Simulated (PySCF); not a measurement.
Boron dioxide, BO₂ (doublet state).
Atom-mapped SMILES: `[O:1][B:2]=[O:3]`

Geometry (PBE0-D3(BJ)/def2-SVP, Å), atoms numbered from 1 in this order:
```xyz
3
BO2 angstrom
O      1.2634    0.1871   -0.0127
B      0.0076    0.1018   -0.0084
O     -1.2481    0.0164   -0.0041
```

The calculation used PBE0-D3(BJ)/def2-SVP geometry optimisation, gas phase in PySCF.

Masses are those of the commonest isotopes; rigid-rotor values at the optimised geometry. 

(1) What are the moment of inertia and the rotational constant?

Results:

(1) I = 50.682 u·Å², B = 505379 MHz·u·Å²/I = 9972 MHz (0.3326 cm⁻¹, or 0.479 K as hB/k).

If the electronic state has orbital angular momentum about the axis (Π, Δ; not determined here), the simple ladder of levels BJ(J+1) doesn't apply.

Stationary, but not proved a minimum. ⟨S²⟩ = 0.782 (exact for a doublet: 0.75). Zero-point vibration and centrifugal distortion are left out.

***

Compound: bromine oxoborane, BBrO.
SMILES: `BrB=O`

Method used: PBE0-D3(BJ)/def2-SVP geometry optimisation, gas phase in PySCF.

Masses are those of the commonest isotopes; rigid-rotor values at the optimised geometry. 

Problem. What are the moment of inertia and the rotational constant?

Solution. I = 140.363 u·Å², B = 505379 MHz·u·Å²/I = 3601 MHz (0.1201 cm⁻¹, or 0.173 K as hB/k).

Problem. List the first levels of a rigid rotor in a Σ state.

Solution. E(J) = BJ(J+1): J = 1: 0.240, J = 2: 0.721, J = 3: 1.441, J = 4: 2.402, J = 5: 3.603, J = 6: 5.044 cm⁻¹.

Problem. Where do the first rotational lines fall?

Solution. The dipole is 2.68 D; J+1 ← J lies at 2B(J+1): 1 ← 0 at 7.20 GHz, 2 ← 1 at 14.40 GHz, 3 ← 2 at 21.60 GHz, 4 ← 3 at 28.80 GHz, 5 ← 4 at 36.01 GHz, 6 ← 5 at 43.21 GHz.

No frequency check. Zero-point vibration and centrifugal distortion are left out.

***

Neopentane, C5H12.
SMILES: `CC(C)(C)C`

Computed geometry: GFN2-xTB, gas phase.

Masses are those of the commonest isotopes; rigid-rotor values at the optimised geometry. 

Question: Give the principal moments of inertia and the rotational constants in MHz.

Answer: Ia = 112.73, Ib = 112.77, Ic = 112.86 u·Å²; 505379 MHz·u·Å²/I gives A = 4483, B = 4481, C = 4478 MHz.

Question: Classify the top.

Answer: A spherical top, as the point group Td requires three equal moments; the computed ones differ by 0.11 % because the geometry is symmetric only within the optimiser's tolerance.

Question: Estimate the classical rotational partition function at 10 K, 25 K and 50 K.

Answer: Point group Td, symmetry number σ = 12; q = (√π/σ)·√((kT/h)³/(ABC)), k/h = 20836.6 MHz/K: 46.8 at 10 K, 185 at 25 K, 524 at 50 K.

Not checked by GFN2-xTB frequencies. Constants of a rigid frame at the computed geometry: no zero-point averaging, no centrifugal distortion.
